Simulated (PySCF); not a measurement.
Z-matrix (Å, degrees):
```
Nb
N 1 1.9239
H 2 1.0184 1 126.68
H 2 1.0214 3 111.77 1 -179.98
N 1 1.9776 2 103.28 3 0.10
H 5 1.0202 1 123.39 2 99.74
H 5 1.0202 6 110.77 1 -162.69
Cl 1 2.3494 2 103.89 3 -179.91
Cl 1 2.3543 2 103.24 3 -86.30
Cl 1 2.3544 2 103.25 3 86.48
```
Charge 0, multiplicity 1.

**Question.** What HOMO, LUMO and dipole moment does PySCF with TPSSh-D3(BJ)/def2-TZVP // r2SCAN-D4/def2-SVP give?

**Answer.** 
| Quantity | Value |
|---|---|
| HOMO | -7.63 eV |
| LUMO | -3.82 eV |
| dipole moment | 3.89 D |
